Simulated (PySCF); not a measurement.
Unknown compound

Molecular formula: C5H8ClF3Si. Simulated spectra:

¹H NMR (400 MHz, computed): δ 6.90 (q, 1H), 4.70 (m, 2H), 4.29 (s, 2H), 2.15 (d, 3H).

¹³C{¹H} NMR (computed): δ 156.4 (CH), 140.2 (C), 135.4 (C), 57.8 (CH2), 23.6 (CH3).

Level of theory: GFN2-xTB structure, σ from GIAO-PBE0/pcSseg-1, in PySCF 2.14 (in vacuum, non-relativistic, one computed conformer, rapidly exchanging positions averaged).

δ = σ(ref) − σ, references computed at the same level: ¹H and ¹³C against TMS.

Problem. What is the structure?

Solution. 
Rings plus π bonds: 1 (no ring in the answer). 5 carbon signals for 5 carbons: no two carbons are equivalent. Carbon types of the structure: 2 × C, 1 × CH, 1 × CH2, 1 × CH3, leaving 2 H on heteroatoms. δC 156.4: alkene CH; an sp2 carbon of a C=C bond. δC 140.2: CF3 carbon; 3 electronegative neighbours deshield it. δC 135.4: fully substituted alkene carbon; the olefinic region. δC 57.8: allylic sp3 CH2 bonded to Cl; the inductive effect lowers its shielding. δC 23.6: allylic methyl carbon; a saturated carbon with 1 carbon neighbour and no heteroatom attached. δH 4.29: hydrogen on an allylic sp3 CH2 bonded to Cl; its carbon carries Cl, which withdraws density. δH 2.15: hydrogen on an allylic methyl carbon; allylic position.

Structure: `C(=C\C)(/CCl)[SiH2]C(F)(F)F`.

The shifts were computed for this structure.

Carbons that carry Cl, above all several Cl atoms, come out too deshielded, partly because spin–orbit coupling is missing. Splittings by ¹⁹F in the carbon and heteronuclear signals aren't shown, as no couplings were computed. Shifts are as computed. Against solution values, carbons near 30 ppm lie about +3 ppm off and those near 130 ppm about +5 ppm; carbons on Cl a further +6 ppm. Of 1309 compounds with measured shifts, 239 miss one by over three times the rms of a fit or turn the order of signals round; such compounds aren't used in these exercises. Multiplicities follow the n + 1 count of equivalent neighbours, as no J values were calculated; m marks all less simple cases, F and P coupling included.
